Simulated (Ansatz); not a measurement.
Z-matrix (Å, degrees):
```
C
O 1 1.385
F 1 1.370 2 110.3
H 1 1.094 2 111.6 3 -119.6
H 1 1.090 2 106.6 3 117.8
C 2 1.376 1 115.1 3 72.3
F 6 1.371 2 110.1 1 76.2
C 6 1.520 2 107.3 1 -166.4
H 6 1.095 2 112.7 1 -44.3
F 8 1.348 6 109.0 2 66.1
F 8 1.348 6 109.0 2 -176.0
H 8 1.095 6 111.8 2 -55.0
```

Charge 0, multiplicity 1.

Question: List the PBE0/def2-TZVPP orbital energies in eV (Ansatz 0.2.0). (An estimate is asked.)

Answer: Computed: Occupied: -674.74, -674.74, -674.56, -674.33, -524.37, -282.99, -282.44, -282.13, -35.69, -34.69, -34.35, -33.99, -30.70, -22.43, -19.98, -18.59, -16.73, -16.41, -16.29, -15.54, -15.41, -14.86, -14.31, -13.05, -12.70, -12.53, -12.04, -11.77, -11.48, -11.36, -10.30, -9.84, -9.68. Lowest empty: 1.20, 1.94, 2.08, 2.29, 2.62, 2.80, 3.09, 3.87.
